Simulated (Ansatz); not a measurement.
Calculated with Ansatz (gas phase, PBE0-D4/def2-TZVP geometries, no zero-point term in ΔE). CCSD(T)/CBS adds triple-zeta CCSD(T) − MP2 to the extrapolated MP2 energy (def2 sets, frozen cores). This one scheme is used for every species. Functionals use def2-TZVPP. One conformer a species, not always the lowest.

Consider the ligand exchange at the Al–N bond: `CC(C)[NH][AlH][F]` + H₂S → `[F][AlH][SH]` + `CC(C)N`.

| level | ΔE (kcal/mol) |
| --- | --- |
| r2SCAN | -5.7 |
| MP2/def2-TZVPP | -4.3 |

Q: What does CCSD(T)/CBS give? (Best estimate.)

A: The calculation gave: -4.9 kcal/mol. The listed levels differ from it by -0.8, 0.6 kcal/mol.

Largest T1 diagnostic among the species: 0.012.

In def2-TZVPP, CCSD(T) changes the Hartree–Fock value by +1.6 kcal/mol (the triples alone add +0.0 kcal/mol) and MP2 by +1.4 kcal/mol. The D4 term adds +1.0 kcal/mol with B3LYP and +0.6 kcal/mol with PBE0; it sums over pairs of atoms, weighted by their polarisabilities, and B3LYP, whose exchange is more repulsive, gets the larger term.

B3LYP here is the variant with VWN-RPA as its local correlation; programs differ in this.
